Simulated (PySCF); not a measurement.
Species: C5H4FN.
Atom-mapped SMILES: `[N:1]#[C:2][C@H:3]1[CH2:4][CH:5]=[C:6]1[F:7]` (hydrogens: H8 on C3; H9, H10 on C4; H11 on C5)

The same species was optimised twice, with GFN2-xTB and with PBE0-D3(BJ)/def2-SVP (PySCF), and the same property calculations (PySCF, gas phase) were run on both structures.

```
  coordinate  GFN2-xTB  PBE0-D3(BJ)/def2-SVP  change
   C6–F7 (Å)     1.330                 1.310  -0.020
   C2–C3 (Å)     1.437                 1.454  +0.017
   N1≡C2 (Å)     1.143                 1.157  +0.014
   C5=C6 (Å)     1.325                 1.334  +0.009
   C3–C4 (Å)     1.564                 1.571  +0.007
   C4–C5 (Å)     1.510                 1.514  +0.004
   C3–C6 (Å)     1.509                 1.506  -0.003
C2–C3–C6 (°)     115.8                 118.2    +2.4
C2–C3–C4 (°)     115.0                 117.0    +2.0
C4–C5–C6 (°)      92.9                  92.1    -0.8
C3–C6–C5 (°)      96.2                  96.8    +0.6
C3–C6–F7 (°)     128.8                 128.2    -0.6
N1–C2–C3 (°)     179.0                 179.6    +0.6
C3–C4–C5 (°)      86.9                  87.2    +0.3
C4–C3–C6 (°)      84.1                  83.8    -0.3
```

Rotational constants: A = 4246, B = 2396, C = 1685 MHz (GFN2-xTB) against A = 4305, B = 2327, C = 1643 MHz (PBE0-D3(BJ)/def2-SVP). Point groups within 0.08 Å: C1 and C1.

On the GFN2-xTB structure: lowest singlet, TDDFT (eV) 7.16 [CAM-B3LYP/def2-SVPD]; isotropic polarisability (au) 58.1 [CAM-B3LYP/def2-SVPD]; HOMO (eV) -9.40 [CAM-B3LYP/def2-SVPD]; LUMO (eV) 0.83 [CAM-B3LYP/def2-SVPD]; dipole (D) 4.40 [CAM-B3LYP/def2-SVPD].

What do these properties become on the PBE0-D3(BJ)/def2-SVP structure?

| property | level | on GFN2-xTB | on PBE0-D3(BJ)/def2-SVP | change |
| --- | --- | --- | --- | --- |
| lowest singlet, TDDFT (eV) | CAM-B3LYP/def2-SVPD | 7.16 | 7.02 | -0.14 |
| isotropic polarisability (au) | CAM-B3LYP/def2-SVPD | 58.1 | 59.2 | +1.1 |
| HOMO (eV) | CAM-B3LYP/def2-SVPD | -9.40 | -9.32 | +0.08 |
| LUMO (eV) | CAM-B3LYP/def2-SVPD | 0.83 | 0.76 | -0.07 |
| dipole (D) | CAM-B3LYP/def2-SVPD | 4.40 | 4.40 | 0.00 |
| energy, GFN2-xTB geometry as zero (kcal/mol) | CAM-B3LYP/def2-SVPD | 0.0 | -0.8 | -0.8 |

The heavy atoms differ by 0.045 Å rms after alignment. Among bonds between heavy atoms C6–F7 changes most (-0.020 Å). Changes are differences of the printed values. Neither structure is proved a minimum here.
